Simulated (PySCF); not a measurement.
Question: Write Cartesian coordinates for `C/C=C\C=C\C(=O)O` as optimised with GFN2-xTB.

Answer: 
```xyz
16
C6H8O2 angstrom
C     -2.135    1.205    1.040
C     -2.152    0.156   -0.015
C     -1.102   -0.474   -0.555
C      0.278   -0.264   -0.217
C      1.286   -0.933   -0.801
C      2.694   -0.729   -0.470
O      3.612   -1.322   -0.987
O      2.907    0.201    0.485
H     -2.607    2.111    0.661
H     -2.719    0.871    1.898
H     -1.131    1.446    1.373
H     -3.142   -0.106   -0.366
H     -1.282   -1.219   -1.319
H      0.518    0.467    0.541
H      1.107   -1.676   -1.565
H      3.860    0.276    0.645
```

Orientation and origin are arbitrary. Atoms count from 1 in this order. The 2 C–O bonds span 1.208 Å (C6=O7, drawn double) to 1.350 Å (C6–O8, drawn single), a spread of 0.142 Å. Of the pairs four or more bonds apart, H11···H14 is among the closest relative to their van der Waals radii: 2.09 Å, 87 % of the sum of Bondi's values. The 8 heavy atoms lie in one plane (0.001 Å rms). The 5 C–C bonds span 1.338 Å (C2=C3, drawn double) to 1.487 Å (C1–C2, drawn single), a spread of 0.149 Å.

Bonds between heavy atoms (Å): C1–C2 1.487, C2=C3 1.338, C3–C4 1.436, C4=C5 1.342, C5–C6 1.461, C6=O7 1.208, C6–O8 1.350.

Structure optimised with GFN2-xTB, isolated species.

Point group: Cs (every atom within 0.08 Å of its image). GFN2-xTB frequencies: not computed here. The numbers are those of one conformer (C2–C3–C4–C5 180°, C4–C5–C6–O7 180°, C5–C6–O8–H 180°).
